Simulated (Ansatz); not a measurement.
A first, cheap relaxation of F₃HMoO₂ (`[O]=[Mo]([OH])([F])([F])[F]`).

```yaml
crystal:
  periodic: [false, false, false]
  atoms:
    - {symbol: O, position_ang: [-0.771600, -1.110100, 0.243900]}
    - {symbol: Mo, position_ang: [0.244900, 0.351300, -0.047900]}
    - {symbol: O, position_ang: [1.349500, -1.238700, 0.237300]}
    - {symbol: F, position_ang: [-1.428000, -0.413200, -1.004600]}
    - {symbol: F, position_ang: [-0.595200, 1.757600, -1.072500]}
    - {symbol: F, position_ang: [-0.866100, 1.936600, 0.676200]}
    - {symbol: H, position_ang: [2.127700, -1.351400, 0.921900]}
basis:
  gaussian: {orbitals: def2-SVP}
hamiltonian: {xc: pbe, dispersion: d4}
relax: {f_tol: 0.03, max_steps: 200}
```

```sh
$ ansatz run in.yaml --threads 4 --pin off --events-out ev --progress --plain
```

Output, abridged:

```
Functional definition: PBE
mean field -14091.33736758 eV, -517.8470968071 hartree, gradient 1.7e-5 eV, S^2 0.000000; 3 other end points of the search recorded, 0 dependent functions left out
relax step   1: F+E_penalty+E_count = -14091.48414833 eV  Δ(F+E_penalty+E_count) = +0.000e0 eV  max|allowed force component| = 7.034e0 eV/Å  Δτ_max = 0.0000 Å  (185 SCF iters, accepted)
mean field -14094.98488594 eV, -517.9811406344 hartree, gradient 1.1e-5 eV, S^2 0.000000; 0 other end points of the search recorded, 0 dependent functions left out
relax step   2: F+E_penalty+E_count = -14095.13171094 eV  Δ(F+E_penalty+E_count) = -3.648e0 eV  max|allowed force component| = 5.007e0 eV/Å  Δτ_max = 0.1946 Å  (49 SCF iters, accepted)
mean field -14098.03761810 eV, -518.0933264720 hartree, gradient 2.2e-5 eV, S^2 0.000000; 0 other end points of the search recorded, 0 dependent functions left out
relax step   3: F+E_penalty+E_count = -14098.18549979 eV  Δ(F+E_penalty+E_count) = -3.054e0 eV  max|allowed force component| = 4.542e0 eV/Å  Δτ_max = 0.1949 Å  (48 SCF iters, accepted)
mean field -14100.08742892 eV, -518.1686556304 hartree, gradient 9.4e-6 eV, S^2 0.000000; 0 other end points of the search recorded, 0 dependent functions left out
relax step   4: F+E_penalty+E_count = -14100.23589956 eV  Δ(F+E_penalty+E_count) = -2.050e0 eV  max|allowed force component| = 2.703e0 eV/Å  Δτ_max = 0.1951 Å  (47 SCF iters, accepted)
mean field -14101.35823649 eV, -518.2153569470 hartree, gradient 1.2e-5 eV, S^2 0.000000; 0 other end points of the search recorded, 0 dependent functions left out
relax step   5: F+E_penalty+E_count = -14101.50987269 eV  Δ(F+E_penalty+E_count) = -1.274e0 eV  max|allowed force component| = 1.669e0 eV/Å  Δτ_max = 0.1997 Å  (40 SCF iters, accepted)
mean field -14101.96903782 eV, -518.2378034819 hartree, gradient 1.3e-5 eV, S^2 0.000000; 0 other end points of the search recorded, 0 dependent functions left out
relax step   6: F+E_penalty+E_count = -14102.12188952 eV  Δ(F+E_penalty+E_count) = -6.120e-1 eV  max|allowed force component| = 1.023e0 eV/Å  Δτ_max = 0.2000 Å  (40 SCF iters, accepted)
mean field -14102.15231136 eV, -518.2445386603 hartree, gradient 8.3e-6 eV, S^2 0.000000; 0 other end points of the search recorded, 0 dependent functions left out
relax step   7: F+E_penalty+E_count = -14102.30552359 eV  Δ(F+E_penalty+E_count) = -1.836e-1 eV  max|allowed force component| = 3.798e-1 eV/Å  Δτ_max = 0.1878 Å  (40 SCF iters, accepted)
mean field -14102.22744504 eV, -518.2472997721 hartree, gradient 7.7e-6 eV, S^2 0.000000; 0 other end points of the search recorded, 0 dependent functions left out
relax step   8: F+E_penalty+E_count = -14102.38099350 eV  Δ(F+E_penalty+E_count) = -7.547e-2 eV  max|allowed force component| = 2.180e-1 eV/Å  Δτ_max = 0.1191 Å  (40 SCF iters, accepted)
mean field -14102.29522538 eV, -518.2497906536 hartree, gradient 2.1e-5 eV, S^2 0.000000; 0 other end points of the search recorded, 0 dependent functions left out
relax step   9: F+E_penalty+E_count = -14102.44842796 eV  Δ(F+E_penalty+E_count) = -6.743e-2 eV  max|allowed force component| = 4.418e-1 eV/Å  Δτ_max = 0.1459 Å  (38 SCF iters, accepted)
mean field -14102.41171125 eV, -518.2540714304 hartree, gradient 7.2e-6 eV, S^2 0.000000; 0 other end points of the search recorded, 0 dependent functions left out
relax step  10: F+E_penalty+E_count = -14102.56496346 eV  Δ(F+E_penalty+E_count) = -1.165e-1 eV  max|allowed force component| = 5.536e-1 eV/Å  Δτ_max = 0.1949 Å  (39 SCF iters, accepted)
mean field -14102.52011557 eV, -518.2580552157 hartree, gradient 7.5e-6 eV, S^2 0.000000; 0 other end points of the search recorded, 0 dependent functions left out
relax step  11: F+E_penalty+E_count = -14102.67376614 eV  Δ(F+E_penalty+E_count) = -1.088e-1 eV  max|allowed force component| = 4.006e-1 eV/Å  Δτ_max = 0.1955 Å  (39 SCF iters, accepted)
mean field -14102.58273784 eV, -518.2603565416 hartree, gradient 8.4e-6 eV, S^2 0.000000; 0 other end points of the search recorded, 0 dependent functions left out
relax step  12: F+E_penalty+E_count = -14102.73680327 eV  Δ(F+E_penalty+E_count) = -6.304e-2 eV  max|allowed force component| = 2.192e-1 eV/Å  Δτ_max = 0.2000 Å  (40 SCF iters, accepted)
mean field -14102.58217473 eV, -518.2603358479 hartree, gradient 8.8e-6 eV, S^2 0.000000; 0 other end points of the search recorded, 0 dependent functions left out
relax step  13: F+E_penalty+E_count = -14102.73615013 eV  Δ(F+E_penalty+E_count) = +6.531e-4 eV  max|allowed force component| = 5.291e-1 eV/Å  Δτ_max = 0.2000 Å  (40 SCF iters, rejected (line search))
mean field -14102.59076924 eV, -518.2606516904 hartree, gradient 1.7e-5 eV, S^2 0.000000; 0 other end points of the search recorded, 0 dependent functions left out
relax step  14: F+E_penalty+E_count = -14102.74494121 eV  Δ(F+E_penalty+E_count) = -8.138e-3 eV  max|allowed force component| = 2.502e-2 eV/Å  Δτ_max = 0.0917 Å  (32 SCF iters, accepted)
mean field -14102.59076924 eV, -518.2606516904 hartree, gradient 1.8e-5 eV, S^2 0.000000; 1 other end points of the search recorded, 0 dependent functions left out
Total energy: -14102.74501484 eV, -518.2663201115 hartree
Atom 0 at    -1.392399    -0.636554     0.846155 Å, force    -0.020798    -0.010859     0.013012 eV/Å
Atom 1 at    -0.275208     0.175524    -0.091372 Å, force     0.016168     0.025025    -0.024688 eV/Å
Atom 2 at     1.411851    -0.592628     0.140485 Å, force    -0.006659    -0.014693     0.014049 eV/Å
Atom 3 at    -0.456130    -0.769087    -1.694117 Å, force     0.002657    -0.009143    -0.020302 eV/Å
Atom 4 at    -1.035116     1.574708    -1.066037 Å, force    -0.002506    -0.017865     0.015673 eV/Å
Atom 5 at     0.209601     1.535560     1.095574 Å, force     0.010804     0.017277     0.010741 eV/Å
Atom 6 at     1.598601    -1.355423     0.723613 Å, force     0.000333     0.010259    -0.008484 eV/Å
Dipole moment:     0.359205    -0.423279     0.263273 e Å
```

Hardware: 4 threads of a server CPU on a shared host. Wall time 17 s, peak host memory 0.17 GiB.
